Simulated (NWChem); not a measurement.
System: InCl2F; SMILES [F][In]([Cl])[Cl]

Input file for NWChem:

```
start job
memory heap 200 mb stack 900 mb global 1100 mb
geometry units angstroms noautoz
  In     0.000000     0.000000    -0.242159
  F      0.000000     0.000000    -2.205187
  Cl     2.055875     0.000000     0.868261
  Cl    -2.055875     0.000000     0.868261
end
basis spherical
  * library def2-svp
end
ecp
  In library def2-ecp
end
dft
  xc xcamb88 1.00 lyp 0.81 vwn_5 0.19 hfexch 1.00
  cam 0.33 cam_alpha 0.19 cam_beta 0.46
  iterations 150
  mulliken
end
task dft energy
```

Coordinates come from a PBE-D3(BJ)/def2-SVP optimisation. def2 effective core potentials on In; no spin-orbit coupling.

Task: What results follow from this input? (CAM-B3LYP/def2-SVP with def2 effective core potentials on In.) Quantities: energy (Ha); highest occupied level (eV); orbital gap (eV); dipole (D).

Result: 
```json
{
 "energy (Ha)": "-1210.10",
 "highest occupied level (eV)": "-10.71",
 "orbital gap (eV)": "8.51",
 "dipole (D)": "0.88"
}
```
